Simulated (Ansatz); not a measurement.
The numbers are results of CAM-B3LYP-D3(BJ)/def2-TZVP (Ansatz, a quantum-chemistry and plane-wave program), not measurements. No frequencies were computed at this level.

Ansatz 0.2 input:
```yaml
crystal:
  periodic: [false, false, false]
  atoms:
    - { symbol: Al, position_ang: [0.000064, 0.000005, -0.000351] }
    - { symbol: H, position_ang: [1.547379, -0.133025, 0.000404] }
    - { symbol: H, position_ang: [-0.888899, -1.273461, 0.000256] }
    - { symbol: H, position_ang: [-0.658545, 1.406481, -0.000308] }
basis:
  gaussian: { orbitals: def2-tzvp }
hamiltonian:
  xc: cam_b3lyp
  dispersion: d3bj
relax:
  max_steps: 150
```

Output:

```
Functional definition: CAM-B3LYP
391 factors; their error is unknown
165 factors; integrals over basis functions are off by at most 1.9e-5 eV
mean field evaluation 1: about -6644.9036 eV, gradient 8.6e0 eV
mean field evaluation 2: about -6645.1456 eV, gradient 1.5e0 eV
mean field evaluation 4: about -6645.1525 eV, gradient 8.7e-2 eV
mean field evaluation 8: about -6645.1607 eV, gradient 1.2e-3 eV
mean field -6645.16066323 eV, -244.2051501219 hartree, gradient 1.5e-5 eV, S^2 0.000000; 0 other end points of the search recorded, 0 dependent functions left out
reference -6645.16077635 eV, -244.2051542789 hartree; 8, 8 occupied and 47, 47 virtual orbitals, 391 factors
relax step   1: F+E_penalty+E_count = -6645.18362191 eV  Δ(F+E_penalty+E_count) = +0.000e0 eV  max|allowed force component| = 3.420e-1 eV/Å  Δτ_max = 0.0000 Å  (20 SCF iters, accepted)
these checks for a lower state are left out or cut short: starts, cluster_reference, orbital_swaps, neighbouring_geometries, increment
391 factors; their error is unknown
165 factors; integrals over basis functions are off by at most 1.9e-5 eV
mean field evaluation 16: about -6645.1720 eV, gradient 4.9e-6 eV
mean field -6645.17196099 eV, -244.2055653070 hartree, gradient 4.9e-6 eV, S^2 0.000000; 0 other end points of the search recorded, 0 dependent functions left out
reference -6645.17207427 eV, -244.2055694699 hartree; 8, 8 occupied and 47, 47 virtual orbitals, 391 factors
relax step   2: F+E_penalty+E_count = -6645.19490239 eV  Δ(F+E_penalty+E_count) = -1.128e-2 eV  max|allowed force component| = 6.242e-2 eV/Å  Δτ_max = 0.0187 Å  (20 SCF iters, accepted)
these checks for a lower state are left out or cut short: starts, cluster_reference, orbital_swaps, neighbouring_geometries, increment
391 factors; their error is unknown
165 factors; integrals over basis functions are off by at most 1.9e-5 eV
mean field -6645.17237255 eV, -244.2055804316 hartree, gradient 7.6e-6 eV, S^2 0.000000; 0 other end points of the search recorded, 0 dependent functions left out
reference -6645.17248587 eV, -244.2055845959 hartree; 8, 8 occupied and 47, 47 virtual orbitals, 391 factors
relax step   3: F+E_penalty+E_count = -6645.19531061 eV  Δ(F+E_penalty+E_count) = -4.082e-4 eV  max|allowed force component| = 1.522e-3 eV/Å  Δτ_max = 0.0044 Å  (18 SCF iters, accepted)
391 factors; their error is unknown
165 factors; integrals over basis functions are off by at most 1.9e-5 eV
mean field evaluation 32: about -6645.1724 eV, gradient 1.2e-3 eV
mean field -6645.17237255 eV, -244.2055804316 hartree, gradient 7.6e-6 eV, S^2 0.000000; 1 other end points of the search recorded, 0 dependent functions left out
reference -6645.17248587 eV, -244.2055845959 hartree; 8, 8 occupied and 47, 47 virtual orbitals, 391 factors
Total energy: -6645.19542393 eV, -244.2064275540 hartree
Atom 0 at     0.000004     0.000000    -0.000220 Å, force    -0.000023    -0.000001     0.001522 eV/Å
Atom 1 at     1.570303    -0.134985     0.000365 Å, force     0.000168    -0.000009    -0.000507 eV/Å
Atom 2 at    -0.902052    -1.292420     0.000214 Å, force    -0.000092    -0.000186    -0.000507 eV/Å
Atom 3 at    -0.668257     1.427405    -0.000358 Å, force    -0.000052     0.000197    -0.000507 eV/Å
Dipole moment:     0.000006     0.000001    -0.000286 e Å
```

Cost: about 3.0 core-seconds (a rough figure).
